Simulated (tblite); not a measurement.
Compound: C₅H₉N₂ (doublet state).
Z-matrix (Å and degrees, GFN2-xTB geometry), rows numbered from 1:
```
C 
N   1  1.2512
C   2  1.4276  1  120.49
C   3  1.5293  2  109.31  1   118.62
N   4  1.2935  3  123.23  2  -132.26
C   4  1.3978  3  116.50  2    47.84
C   6  1.4733  4  122.87  3  -179.43
H   1  1.0968  2  124.51  3     1.87
H   1  1.0796  2  118.52  3  -178.47
H   3  1.1043  2  113.10  1    -4.29
H   3  1.0957  2  107.51  1  -124.60
H   5  1.0164  4  114.48  3     0.63
H   6  1.0787  4  118.16  3    -0.61
H   7  1.0919  6  110.45  4  -123.93
H   7  1.0924  6  110.20  4   118.55
H   7  1.0857  6  109.90  4    -2.36
```

Calculated harmonic vibrations of the isolated species, GFN2-xTB (tblite), most abundant isotopes, no scaling. Errors from tens to a few hundred cm⁻¹ against measured bands are possible. One conformer, not necessarily the lowest. Open shells enter through the occupations alone, without spin polarisation, and single modes of such species can be off by tens of per cent.

Harmonic wavenumbers (cm⁻¹): 46.5, 80.8, 111.1, 148.9, 199.8, 279.1, 403.3, 429.1, 518.7, 563.0, 659.5, 710.4, 718.1, 857.1, 962.6, 973.7, 978.1, 1014.5, 1037.2, 1114.1, 1136.1, 1169.1, 1192.3, 1238.2, 1297.9, 1368.3, 1420.0, 1427.4, 1438.7, 1446.2, 1478.5, 1506.4, 1747.2, 2821.0, 2862.6, 2929.3, 2954.4, 2979.6, 3067.3, 3079.1, 3102.5, 3355.6.

A = 5058, B = 1593, C = 1343 MHz; mass 97.077 u (most abundant isotopes); point group C1, symmetry number 1; spin multiplicity 2.

Problem. What is the zero-point energy?

Solution. ½Σν̃ = 28412 cm⁻¹ = 339.88 kJ/mol.

Problem. Give the ideal-gas entropy at 350 K and 1 bar in the rigid-rotor, harmonic-oscillator model (classical rotation).

Solution. Translation 169.25, rotation 118.26, vibration 114.83, spin (R ln 2) 5.76: S = 408.1 J/(mol K).

Problem. And Cp and H(350 K) − H(0)?

Solution. Cp = 149.18 J/(mol K), of which vibrations give 115.92 (their classical limit is 42 R = 349.2); H(350 K) − H(0) = 32.19 kJ/mol without the zero-point energy, 20.55 from vibrations.

Problem. How do the functions run with temperature in this model?

Solution. 
| T (K) | S (J/(mol K)) | Cp (J/(mol K)) | H − H(0) (kJ/mol) | G − H(0) (kJ/mol) | ln q(vib) |
| --- | --- | --- | --- | --- | --- |
| 50 | 240.3 | 52.8 | 2.06 | -9.96 | 0.47 |
| 100 | 282.6 | 70.1 | 5.16 | -23.10 | 1.53 |
| 298.15 | 385.6 | 131.6 | 24.91 | -90.06 | 5.70 |
| 373.15 | 417.9 | 156.9 | 35.74 | -120.20 | 7.21 |
| 500 | 469.3 | 194.9 | 58.13 | -176.52 | 9.76 |
| 750 | 559.4 | 249.1 | 114.12 | -305.40 | 14.65 |
| 1000 | 636.2 | 284.8 | 181.14 | -455.09 | 19.26 |

q(vib) and H(0) count from the zero-point level.

Problem. Which modes carry the vibrational entropy at 350 K?

Solution. 46.5 cm⁻¹: 22.08; 80.8 cm⁻¹: 17.52; 111.1 cm⁻¹: 14.90; 148.9 cm⁻¹: 12.52; 199.8 cm⁻¹: 10.18; 279.1 cm⁻¹: 7.61 J/(mol K); the other 36 give 30.01 together.

Problem. Blend soft modes into free rotors: weight 1/[1 + (100 cm⁻¹/ν̃)⁴] for the oscillator and the rest for a rotor with moment μB/(μ + B), μ = h/(8π²ν), B = 10⁻⁴⁴ kg m². What vibrational entropy results?

Solution. 104.66 J/(mol K) in place of 114.83, which changes −T·S at 350 K by +3.56 kJ/mol.

Hindered rotation and anharmonicity are outside this model. Other conformers, if any are populated, would add a mixing term that is left out. The structure is chiral; the term R ln 2 for an equal mix with its mirror image is left out.
